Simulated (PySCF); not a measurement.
C₃H₄ClF, SMILES C/C(Cl)=C\F. Atoms are numbered in the order given.

```xyz
9

C     -1.6316    -0.1900     0.0000
C     -0.1596     0.0180     0.0000
Cl     0.3904     1.6645     0.0000
C      0.7621    -0.9471     0.0000
F      0.4151    -2.2322     0.0000
H     -2.0889     0.2736     0.8881
H     -1.8602    -1.2639     0.0000
H     -2.0889     0.2736    -0.8881
H      1.8406    -0.7750     0.0000
```
Charge 0, spin multiplicity 1.

The structure is a stationary point at PBE0-D3(BJ)/def2-SVP.

Level of theory: TDDFT-B3LYP/def2-SVPD (PySCF).

Vertical excitations. Gas-phase values at a fixed geometry. State labels are in the subgroup Cs.

```csv
state,symmetry,energy (eV),λ (nm),f,main pairs
S1,A",5.89,211,0.001,HOMO→LUMO+1 96 %
S2,A",6.53,190,0.002,HOMO→LUMO+2 96 %
S3,A',6.56,189,0.263,HOMO→LUMO 93 %
S4,A",7.31,170,0.000,"HOMO−1→LUMO 81 %, HOMO→LUMO+3 17 %"
S5,A",7.35,169,0.003,"HOMO→LUMO+3 81 %, HOMO−1→LUMO 18 %"
S6,A",7.58,163,0.014,HOMO→LUMO+4 97 %
S7,A',7.79,159,0.001,HOMO−1→LUMO+1 89 %
S8,A',8.23,151,0.002,HOMO→LUMO+5 92 %
S9,A",8.26,150,0.002,HOMO→LUMO+6 92 %
S10,A',8.43,147,0.029,HOMO−1→LUMO+2 84 %
T1,A',4.09,303,0,HOMO→LUMO 95 %
T2,A",5.45,228,0,HOMO→LUMO+1 88 %
T3,A",6.40,194,0,HOMO→LUMO+2 89 %
T4,A',7.12,174,0,"HOMO−1→LUMO+1 78 %, HOMO−1→LUMO+2 16 %"
```
Triplets are in the Tamm–Dancoff approximation, which puts them higher than full response would, so one can lie above its singlet here.
